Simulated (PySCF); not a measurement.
Compound: ethylidenecyclopentane, C7H12.
Geometry (PBE0-D3(BJ)/def2-SVP, Å), atoms numbered from 1 in this order:
```
atom  x, y, z in Å
C1     2.815   -0.420   -0.314
C2     1.702    0.419    0.223
C3     0.393    0.170    0.098
C4    -0.716    1.038    0.656
C5    -1.969    0.581   -0.095
C6    -1.729   -0.915   -0.291
C7    -0.237   -1.002   -0.631
H8     3.464    0.162   -0.990
H9     3.466   -0.790    0.496
H10    2.448   -1.292   -0.874
H11    1.999    1.325    0.766
H12   -0.838    0.835    1.736
H13   -0.506    2.114    0.557
H14   -2.021    1.082   -1.077
H15   -2.905    0.808    0.437
H16   -1.928   -1.446    0.655
H17   -2.375   -1.367   -1.058
H18   -0.088   -0.885   -1.720
H19    0.212   -1.969   -0.358
```

Jobs on this species (19 atoms, 54 electrons) with PySCF (density fitting). Hardware of each: an x86-64 server with one thread, no GPU (shared host). The host was shared with other jobs, so the times are rough.

```json
{"level and settings": "PBE/pcSseg-1", "work": "shieldings", "basis functions": "179", "SCF cycles": "?", "wall time": "?"}
{"level and settings": "wB97X-D/def2-SVPD", "work": "10 singlets by full TDDFT, 4 Tamm–Dancoff triplets, polarisability, ΔSCF ions", "basis functions": "236", "SCF cycles": "11", "wall time": "82 s"}
{"level and settings": "B3LYP/pcJ-1", "work": "spin–spin couplings from 19 perturbed nuclei, spin–dipole term left out", "basis functions": "309", "SCF cycles": "13", "wall time": "77 s"}
{"level and settings": "PBE0-D3(BJ)/def2-SVP, grid level 1", "work": "geometry optimisation from a GFN2-xTB start", "basis functions": "158", "SCF cycles": "29", "wall time": "48 s"}
{"level and settings": "PBE0/pcSseg-1", "work": "shieldings, charges and field gradients", "basis functions": "179", "SCF cycles": "13", "wall time": "23 s"}
{"level and settings": "delta-SCF UKS SCAN, pcX-2 on the ionised atom, pcseg-1 elsewhere, spin-free X2C", "work": "ΔSCF core ionisation, 7 holes", "basis functions": "189", "SCF cycles": "124", "wall time": "84 s"}
```

**Question.** Fill in the missing figures.

**Answer.** 
- PBE/pcSseg-1; shieldings: 32 s, 14 SCF cycles

**Question.** What do all jobs in the table cost together?

**Answer.** About 5.8 min; the longest takes about 24 % of that, and about 3.7 times as long as the shortest.
